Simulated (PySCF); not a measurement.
**Choosing a basis for TDDFT**

C2H3F3Se.
SMILES: `FC(F)(F)C[SeH]`

TDDFT with PBE0 (PySCF), vertical singlets, core orbitals frozen in the response, spherical d and f functions. Isolated species at its PBE0-D3(BJ)/def2-SVP geometry (one conformer only). The PBE0/6-31G* calculation is non-relativistic and has no spin–orbit coupling, an omission that weighs most on selenium.

```tsv
basis	functions	diffuse	S1 (eV)	S2 (eV)	S3 (eV)	S4 (eV)	S5 (eV)	LUMO (eV)	α (au)
6-31G*	108	no	5.16	6.79	8.52	8.66	8.86	-0.01	42.7
def2-SVP	117	no	5.22	6.48	7.97	8.37	8.71	0.00	42.2
def2-SVPD	174	yes	5.00	5.76	6.88	7.10	7.64	-0.50	55.4
aug-cc-pVDZ	178	yes	4.97	5.62	6.45	6.77	7.35	-0.60	55.4
def2-TZVP	221	no	5.07	6.15	7.60	8.01	8.36	-0.31	50.7
def2-TZVPD	278	yes	4.98	5.71	6.65	6.87	7.27	-0.54	56.2
```

How much do these states and the polarisability depend on the basis?

States are compared by their number. Against the largest diffuse basis here (def2-TZVPD, itself not a converged limit), sets without diffuse functions differ by up to 0.24 eV in S1 and 1.59 eV in S5; the smaller diffuse sets differ by up to 0.02 and 0.37 eV. State by state, the largest deviation of a set without diffuse functions is S1 0.24, S2 1.08, S3 1.86, S4 1.79, S5 1.59 eV. The same number needn't mean the same state in each row. Against def2-TZVPD the polarisability deviates by -24% in 6-31G*, -25% in def2-SVP, -1% in def2-SVPD, -1% in aug-cc-pVDZ, -10% in def2-TZVP.
